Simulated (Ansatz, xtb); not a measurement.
## Two isomers of C4H9BFN

Structure I: `NB[C@H]1C[C@@H](F)C1`, a singlet. Structure II: `BN1CC[C@H](F)C1`, a singlet. Both are isolated molecules in the gas phase, relaxed with PBE0-D3(BJ)/def2-SVP, each in the lowest conformer that the search found.

**Question.** Estimate which is lower in electronic energy at CCSD(T)/def2-SVP + ΔMP2/def2-TZVPP, and by roughly how much.

**Answer.** Too close to call at this level: CCSD(T)/def2-SVP + ΔMP2/def2-TZVPP gives E(II) − E(I) = −0.85 kcal/mol.

Level by level:

```csv
level,geometry,E(II) − E(I) (kcal/mol),departure from the last row (kcal/mol),"job, with rough time for the two"
GFN2-xTB,GFN2-xTB,−22.99,−22.14,"optimisation, 0.39 s"
HF/STO-3G,GFN2-xTB,−15.88,−15.03,"single point, 0.36 s"
r2SCAN-D4/def2-SVP,GFN2-xTB,−1.80,−0.95,"single point, 4.5 s"
PBE0-D3(BJ)/def2-SVP,PBE0-D3(BJ)/def2-SVP,−1.25,−0.40,"optimisation, 72 s"
HF/def2-SVP,PBE0-D3(BJ)/def2-SVP,−3.51,−2.65,part of the CCSD(T) run
MP2/def2-SVP,PBE0-D3(BJ)/def2-SVP,−2.10,−1.25,part of the CCSD(T) run
CCSD(T)/def2-SVP,PBE0-D3(BJ)/def2-SVP,−3.28,−2.43,single point
CCSD(T)/def2-SVP + ΔMP2/def2-TZVPP,PBE0-D3(BJ)/def2-SVP,−0.85,,"single point, 89 s"
```

As drawn, II has 2 C–N, 1 B–H, 1 C–H in place of 1 C–B, 1 C–C, 2 N–H. Structure I has a 4-membered ring, II a 5-membered ring.

The largest departure from CCSD(T)/def2-SVP + ΔMP2/def2-TZVPP is that of GFN2-xTB, 22.14 kcal/mol. The last row adds to CCSD(T) the change of the MP2 difference between the two basis sets, here +2.43 kcal/mol.

With thermal terms from frequencies at re-optimised GFN2-xTB minima (ideal gas, soft modes damped towards free rotors, one conformer each, 298.15 K, 1 atm): the zero-point term adds −0.24 kcal/mol; ΔH is −1.50 and ΔG −0.40 kcal/mol.

The correlated steps freeze 7 core orbitals. Run with Ansatz 0.2.0, xtb 6.7.1; the last row on 4 threads of Arm Neoverse V1 on a shared host.
